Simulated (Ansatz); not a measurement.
Geometry optimisation, RKS PBE-D4/def2-SVP (Ansatz 0.2.0).

Input:

```yaml
crystal:
  periodic: [false, false, false]
  atoms:
    - { symbol: Sn, position_ang: [0.11045, -0.00242, 0.143683] }
    - { symbol: H, position_ang: [0.786028, -0.02928, 1.725306] }
    - { symbol: H, position_ang: [1.826166, 0.045482, 0.094131] }
    - { symbol: O, position_ang: [-0.893884, 1.61766, -0.468209] }
    - { symbol: H, position_ang: [-1.681656, 1.318594, -0.966732] }
    - { symbol: O, position_ang: [-0.877237, -1.594364, -0.58489] }
    - { symbol: H, position_ang: [-1.316567, -2.052071, 0.159211] }
basis:
  gaussian: { orbitals: def2-SVP }
hamiltonian:
  xc: pbe
  dispersion: d4
relax:
  f_tol: 0.03
  max_steps: 50
output:
  orbitals: {}
```

Run as:

```bash
$ ansatz run input.yaml --threads 1 --pin off --max-ram 2048MiB --backend cpu --events-out ev --progress --plain --runs-dir out
```

Where does it end, and by what steps?

The forces met the threshold. After 10 steps the energy has fallen by 1.186 eV; H3 moved furthest, 0.76 Å.

```json
{"step": "0", "energy less start (eV)": "0.0000", "largest force component (eV/Å)": "1.895", "accepted": "yes"}
{"step": "1", "energy less start (eV)": "-0.6387", "largest force component (eV/Å)": "1.062", "accepted": "yes"}
{"step": "2", "energy less start (eV)": "-0.9804", "largest force component (eV/Å)": "0.612", "accepted": "yes"}
{"step": "3", "energy less start (eV)": "-1.1055", "largest force component (eV/Å)": "0.510", "accepted": "yes"}
{"step": "4", "energy less start (eV)": "-1.1257", "largest force component (eV/Å)": "0.324", "accepted": "yes"}
{"step": "5", "energy less start (eV)": "-1.1366", "largest force component (eV/Å)": "1.023", "accepted": "yes"}
{"step": "6", "energy less start (eV)": "-1.1551", "largest force component (eV/Å)": "0.800", "accepted": "yes"}
{"step": "7", "energy less start (eV)": "-0.8034", "largest force component (eV/Å)": "4.200", "accepted": "no"}
{"step": "8", "energy less start (eV)": "-1.1804", "largest force component (eV/Å)": "0.083", "accepted": "yes"}
{"step": "9", "energy less start (eV)": "-1.1850", "largest force component (eV/Å)": "0.050", "accepted": "yes"}
{"step": "10", "energy less start (eV)": "-1.1856", "largest force component (eV/Å)": "0.007", "accepted": "yes"}
```

```xyz
7
Properties=species:S:1:pos:R:3
Sn 0.216 -0.037 0.274
H 0.323 0.041 1.994
H 1.669 0.073 -0.649
O -1.079 1.446 -0.141
H -1.207 1.511 -1.107
O -0.570 -1.771 -0.376
H -1.398 -1.959 0.107
```

Whether the end is a true minimum wasn't checked by a vibrational analysis.

The run took 21 s on 1 thread of Arm Neoverse V2, with other jobs on the host, peak memory 0.13 GiB.
